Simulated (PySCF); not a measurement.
Start geometry of `CP(P)C1=CCCC1` from GFN2-xTB (Å):
```
atom  x, y, z in Å
C1    -2.269   -1.309   -0.374
P2    -1.770    0.344    0.343
P3    -2.245    1.596   -1.380
C4     0.064    0.180    0.109
C5     0.830    0.886   -0.680
C6     2.267    0.504   -0.523
C7     2.284   -0.384    0.740
C8     0.827   -0.804    0.938
H9    -1.806   -1.457   -1.317
H10   -2.035   -2.081    0.329
H11   -3.379   -1.277   -0.504
H12   -1.904    2.772   -0.683
H13   -3.594    1.699   -1.014
H14    0.505    1.655   -1.363
H15    2.594   -0.069   -1.403
H16    2.923    1.382   -0.413
H17    2.608    0.216    1.595
H18    2.930   -1.232    0.646
H19    0.507   -0.789    1.994
H20    0.612   -1.817    0.581
```

What comes out of this run: PySCF 2.14.0, PBE0-D3(BJ)/def2-SVP geometry optimisation, gas phase?

```
atom  x, y, z in Å
C1    -2.5332   -1.2634   -0.0972
P2    -1.9366    0.3996    0.4798
P3    -2.4565    1.5495   -1.3635
C4    -0.1487    0.2029    0.2012
C5     0.6791    0.9699   -0.5268
C6     2.1091    0.5183   -0.4241
C7     2.0841   -0.4395    0.7788
C8     0.6210   -0.8944    0.9051
H9    -2.1736   -1.5267   -1.1036
H10   -2.1954   -2.0271    0.6202
H11   -3.6335   -1.2675   -0.0898
H12   -2.1224    2.8208   -0.7984
H13   -3.8304    1.6825   -0.9842
H14    0.3695    1.8011   -1.1667
H15    2.4158    0.0082   -1.3572
H16    2.8147    1.3545   -0.2883
H17    2.3675    0.1157    1.6869
H18    2.7875   -1.2793    0.6789
H19    0.3058   -1.0355    1.9522
H20    0.4440   -1.8585    0.3931
```

The energy falls by 0.208 eV over 7 energy and gradient evaluations, the largest force component goes from 0.0478 to 4.2e-04 Eh/bohr, and the atoms move by 0.163 Å rms after alignment. The bond that changes most is P2–P3 (both ends three-coordinate phosphorus), which lengthens by 0.052 Å. Bonds longer at the end by more than 0.005 Å: 14 of 20; shorter: 4. Among the angles that change most is H9–C1–H10, from 112.8° to 109.3°. Among the dihedrals that turn most is P3–P2–C4–C5, from 14° to 25°. Rotational constants go from 2526, 909.5, 737.0 to 2477, 905.4, 723.8 MHz. The orientation of the end geometry is arbitrary; only internal coordinates are fixed.

The run used 180 basis functions and 50 SCF cycles in all.

Stationary, but not proved a minimum. The numbers are those of one conformer.
